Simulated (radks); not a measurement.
Values are calculated unless marked as measured or tabulated.
Effect of the nuclear size on the silicon ion Si10+, [He] 2s2. Level of theory: Dirac Kohn-Sham, relativistic LDA (MacDonald-Vosko exchange, VWN5 correlation), spin-unpolarised, spherical densities, finite nucleus; Fermi nuclear charge, rms radius 3.1224 fm (a radial shooting solver on a logarithmic mesh with Libxc functionals). The rms radius is varied about that value; shifts are against it.

| rms radius (fm) | total energy shift (eV) | density at nucleus (e/bohr^3) | 1s1/2 shift (meV) | 2s1/2 shift (meV) |
|---|---|---|---|---|
| 2.5572 | -0.00178 | 1955 | -0.720 | -0.070 |
| 2.9382 | -0.000619 | 1951 | -0.250 | -0.024 |
| 3.1224 | 0 | 1950 | 0.000 | 0.000 |
| 3.2723 | 0.000531 | 1948 | 0.214 | 0.021 |
| 3.4659 | 0.00125 | 1947 | 0.506 | 0.049 |

Slopes of the eigenvalues against <r^2> in GHz/fm^2, as finite differences over the two radii next to the reference (eigenvalue slopes, not the field-shift constants of lines): 1s1/2 54.1, 2s1/2 5.25.
